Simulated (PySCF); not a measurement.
**Nuclear quadrupole coupling in VOCl3**

VOCl3 (singlet state).
Geometry (PBE0-D3(BJ)/def2-SVP, Å), atoms numbered from 1 in this order:
```xyz
5
Cl3OV angstrom
V     -0.004   -0.001    0.090
O     -0.008   -0.029    1.617
Cl     2.021    0.012   -0.558
Cl    -1.011    1.766   -0.540
Cl    -0.998   -1.748   -0.609
```

Field gradients from the PBE0/pcSseg-1 (pcSseg-2 on V) density (PySCF, non-relativistic), principal values in atomic units, ordered |Vxx| ≤ |Vyy| ≤ |Vzz|:

| atom | Vxx | Vyy | Vzz |
| --- | --- | --- | --- |
| O2 | 0.0900 | 0.0929 | -0.1829 |
| Cl3 | -0.0442 | -1.0928 | 1.1370 |
| Cl4 | -0.0466 | -1.0916 | 1.1382 |
| Cl5 | -0.0483 | -1.0898 | 1.1381 |

Q: Find the asymmetry η = (Vxx − Vyy)/Vzz and the couplings χ = eQV/h (234.96 MHz × Q in barn × V in au), with Q(17O) = −0.0256 b, Q(35Cl) = −0.0817 b.

A: 
```
atom           environment  nucleus     η  χzz (MHz)  χxx (MHz)  χyy (MHz)
  O2    oxygen bonded to V      17O  0.02      1.100     -0.541     -0.559
 Cl3  chlorine bonded to V     35Cl  0.92     -21.83       0.85      20.98
 Cl4  chlorine bonded to V     35Cl  0.92     -21.85       0.89      20.96
 Cl5  chlorine bonded to V     35Cl  0.92     -21.85       0.93      20.92
```

The gradient is axial or nearly so (η below 0.05) at O2. At Cl3, Cl4 and Cl5 η is above 0.9: Vyy and Vzz are nearly equal in size and opposite in sign, so a small change could swap them and flip the sign of χzz. 

Q: What is Vzz at Cl3 in SI units (1 au = 9.71736 × 10²¹ V/m²)?

A: 1.1370 au = 11.048 × 10²¹ V/m².

Isolated species at its PBE0-D3(BJ)/def2-SVP geometry, gas phase. With so small a basis the couplings can be 20 % off.
